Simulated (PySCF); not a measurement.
A structure optimised at r2SCAN-D4/def2-SVP, used in a PySCF frequency run:

```xyz
18

C      0.0000     2.4367    -0.7084
C      0.0000     2.4367     0.7084
C      0.0000     1.2447     1.4050
C      0.0000     0.0000     0.7189
C      0.0000    -1.2447     1.4050
C      0.0000    -2.4367     0.7084
C      0.0000    -2.4367    -0.7084
C      0.0000    -1.2447    -1.4050
C      0.0000     0.0000    -0.7189
C      0.0000     1.2447    -1.4050
H      0.0000     3.3875    -1.2494
H      0.0000     3.3875     1.2494
H      0.0000     1.2411     2.4998
H      0.0000    -1.2411     2.4998
H      0.0000    -3.3875     1.2494
H      0.0000    -3.3875    -1.2494
H      0.0000    -1.2411    -2.4998
H      0.0000     1.2411    -2.4998
```

### Question
Write its SMILES, formula and point group.

### Answer
c1ccc2ccccc2c1, C10H8, D2h

### Question
What are its rotational constants (standard atomic weights)?

### Answer
3.1032, 1.2261, 0.87886 GHz
